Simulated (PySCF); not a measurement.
# Correlation energy of Ca (calcium, neutral)

[Ar] 4s2, closed-shell 1S. All numbers are calculated (PySCF 2.14, the spin-free X2C one-electron Hamiltonian (Gaussian nucleus), in aug-cc-pVDZ-X2C (6s5p3d, 36 functions)). Frozen: [Ar]; 2 electrons correlated.

Total MP2 correlation energy: -17.55 mhartree.

Same-spin part 0.00 and opposite-spin part -17.55 mhartree; SCS-MP2 scales them by 1/3 and 6/5 to -21.06 mhartree.

With two correlated electrons CCSD is exact within the correlated space (frozen core and kept virtual orbitals).

| level | correlation energy (mhartree) |
| --- | --- |
| CCSD | -27.93 |

Diagnostics: T1 = 0.016, D1 = 0.0223, largest double amplitude 0.077.

Cost of the coupled-cluster step: 0.08 s of wall time on 1 thread of Neoverse-V1 (shared host), for 2 correlated electrons.
